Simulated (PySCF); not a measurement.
Predicted microwave data (PBE0-D3(BJ)/def2-SVP geometry optimisation, gas phase in PySCF) for one isomer of C10H10:

- Rotational constants: A = 3935, B = 821.3, C = 685.4 MHz
- Dipole components: |μa| = 0.05 D, |μb| = 0.09 D, |μc| = 0.00 D
- Inertial defect: -6.45 u·Å²
- κ: -0.92

Problem. Which structure is it? (One computed conformer of each.)
A. `[CH2:1]=[CH:2][C:3]1=[CH:4][CH:5]=[CH:6][CH:7]=[CH:8][C:9]1=[CH2:10]` with C1–C2–C3–C4 173°
B. `[CH:1]1=[C:2]([c:3]2[cH:4][cH:5][cH:6][cH:7][cH:8]2)[CH2:9][CH2:10]1` with C1–C2–C3–C4 0°
C. `[CH2:1]=[CH:2][c:3]1[cH:4][cH:5][c:6]2[c:7]([cH:8]1)[CH2:9][CH2:10]2` with C1–C2–C3–C4 177°
D. `CC#Cc1ccc(C)cc1`

Solution. B. It is C1=C(c2ccccc2)CC1, a near-prolate asymmetric top, point group Cs. The candidates at the same level (rigid rotor, commonest isotopes):

| SMILES | A (MHz) | B (MHz) | C (MHz) | μa (D) | μb (D) | μc (D) | Δ (u·Å²) | point group | rotor |
| --- | --- | --- | --- | --- | --- | --- | --- | --- | --- |
| CC#Cc1ccc(C)cc1 | 5351 | 582.7 | 529.0 | 0.03 | 0.01 | 0.06 | -6.37 | – | near-prolate asymmetric top |
| C1=C(c2ccccc2)CC1 | 3935 | 821.3 | 685.4 | 0.05 | 0.09 | 0.00 | -6.45 | Cs | near-prolate asymmetric top |
| C=Cc1ccc2c(c1)CC2 | 3317 | 913.1 | 722.7 | 0.75 | 0.12 | 0.00 | -6.51 | near Cs | asymmetric top |
| C=CC1=CC=CC=CC1=C | 2337 | 1130 | 852.6 | 0.27 | 0.16 | 0.27 | -70.56 | C1 | asymmetric top |

`C=Cc1ccc2c(c1)CC2` has A 16 % too low; `C=CC1=CC=CC=CC1=C` has A 41 % too low; `CC#Cc1ccc(C)cc1` has A 36 % too high. In the right answer the mirror of this Cs structure is the ab plane, so μc vanishes by symmetry. No structure here is proved a minimum.
